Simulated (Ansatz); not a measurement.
A made-up structure of LiAlSi2H5 (charge +1), closed shell:

| atom | x (Å) | y (Å) | z (Å) |
| --- | --- | --- | --- |
| Li1 | -1.8772 | 2.8669 | -3.2335 |
| Si2 | -0.5181 | 1.8739 | -1.3764 |
| Al3 | -0.2311 | -0.1295 | -0.1980 |
| Si4 | 0.4597 | -1.9389 | 1.3378 |
| H5 | -0.5781 | 2.3716 | 0.0640 |
| H6 | 0.9987 | 1.7353 | -1.4254 |
| H7 | -0.3328 | -3.1429 | 0.9866 |
| H8 | 0.1675 | -1.4760 | 2.7167 |
| H9 | 0.5903 | -1.4043 | -0.0959 |

It is relaxed with PBE-D4/def2-SVP and then PBE0-D4/def2-TZVP (Ansatz 0.2.0). Atoms count as bonded within 1.22 times the sum of their covalent radii (H–H: 0.88 Å). The end point is not checked to be a true minimum.

Problem. Does its bonding change? (A judgement: the text doesn't fix the answer.)

Solution. By the calculation: Yes. Formed: none; broken: Al3–H9.

Where it ends: The first stage lowers the energy by 2.91 eV in 12 steps. It ends as LiAlSi₂H₅ ([Li][SiH2][Al][SiH3]), total charge +1:
```xyz
9
angstrom
Li -1.6559 3.6490 -3.0870
Si -0.8598 1.8313 -1.5452
Al -0.5839 -0.1521 -0.4786
Si 0.3709 -1.7677 1.1200
H -0.8445 1.9677 0.0033
H 0.6273 1.3872 -1.4438
H -0.5015 -2.9661 1.1134
H 0.3865 -1.1081 2.4480
H 1.7398 -2.0851 0.6459
```

Labels in which every atom is bracketed show which atoms are joined, not bond orders.

For scale, one of the runs: PBE0-D4/def2-TZVP relaxation, 155 basis functions, launched by `ansatz run in.yaml --threads 2 --pin off --events-out ev --progress --plain --max-ram 4352MiB`. The run took about 65 s on 2 CPU threads of an Arm Neoverse V2 (shared host).
